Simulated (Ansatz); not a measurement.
C2H7FGaN, SMILES `[CH3][Ga]([NH2])[CH2]F`, relaxed with RKS PBE-D4/def2-SVP in Ansatz from a rough embedded geometry. The force threshold is 0.03 eV/Å; the program also tests the step.

Total charge 0; spin multiplicity 1.

Start:

```xyz
12

C    -1.331   -0.117    0.981
Ga   -0.132   -0.712    0.287
N    -0.248   -1.054   -1.113
C     1.514    0.902   -0.314
F     0.942    2.134   -0.482
H    -2.332   -0.615    1.168
H    -1.564    1.007    0.878
H    -0.703   -0.209    1.874
H    -0.544   -0.840   -2.060
H     0.249   -1.993   -1.146
H     1.760    0.754    0.827
H     2.391    0.743   -0.899
```

```tsv
step	energy (eV)	largest force (eV/Å)	largest move (Å)
1	-58734.9424	18.190	0.000
2	-58741.4335	7.224	0.192
3	-58744.3326	2.807	0.191
4	-58745.5126	1.190	0.195
5	-58745.9799	1.137	0.194
6	-58746.1279	0.755	0.200
7	-58746.2385	1.357	0.198
8	-58746.3637	0.784	0.200
9	-58746.4288	0.622	0.200
10	-58746.4779	0.265	0.200
11	-58746.4940	0.086	0.107
13	-58746.4979	0.089	0.059
15	-58746.5009	0.242	0.081
17	-58746.5050	0.320	0.092
19	-58746.5097	0.321	0.068
21 (rejected)	-58746.5145	0.190	0.081
23	-58746.5183	0.155	0.098
25	-58746.5216	0.090	0.036
27 (rejected)	-58746.5228	0.219	0.119
29	-58746.5241	0.026	0.030
31	-58746.5254	0.125	0.062
33	-58746.5264	0.032	0.045
35	-58746.5268	0.035	0.018
36	-58746.5270	0.008	0.016
```

End:

```xyz
12

C    -1.577    0.180    1.078
Ga   -0.028   -0.135   -0.101
N    -0.105   -1.524   -1.294
C     1.657    0.948   -0.114
F     1.534    2.050    0.737
H    -2.373   -0.573    0.922
H    -2.000    1.187    0.889
H    -1.262    0.150    2.141
H    -0.903   -2.156   -1.378
H     0.632   -1.772   -1.957
H     2.528    0.334    0.216
H     1.897    1.310   -1.141
```

It took 44 s on 4 threads of an Arm Neoverse V2 on a shared host, with 0.19 GiB of host memory at the peak.
